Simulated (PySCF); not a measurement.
## Fractional electron number in V⁻ (vanadium, charge -1)

The 3d alpha orbital of [Ar] 3d4 4s2 is emptied in steps (occupation f), with all orbitals relaxed, ending at [Ar] 3d3 4s2. Computed with PySCF 2.14 in aug-pcseg-2, with no relativity, point nucleus. The exact energy is a straight line in f; departures are measured from the line between the end points of the same method.

| f | LDA (eV) | PBE (eV) |
| --- | --- | --- |
| 1 | 0.000 | 0.000 |
| 0.75 | -0.706 | -0.662 |
| 0.5 | -1.001 | -0.936 |
| 0.25 | -0.791 | -0.738 |
| 0 | 0.000 | 0.000 |

| method | E(f=0) − E(f=1) (eV) | −ε at f=1 (eV) | −ε at f=0.5 (eV) |
| --- | --- | --- | --- |
| LDA | 1.708 | -1.819 | 1.480 |
| PBE | 1.353 | -1.957 | 1.150 |

Orbital energy along the path (eV):

```
   f     LDA     PBE
   1   1.819   1.957
0.75   0.357   0.577
 0.5  -1.480  -1.150
0.25  -3.662  -2.987
   0  -6.125  -5.174
```

At f = 1 the orbital energy is positive for LDA, PBE: only the finite basis holds the electron.

Reference removal energy between the ground levels: 0.528 eV (measured; photodetachment measurements, as compiled on the Wikipedia data page of electron affinities). The calculation has no spin-orbit coupling. The determinant left behind need not be the lowest term of the ion.
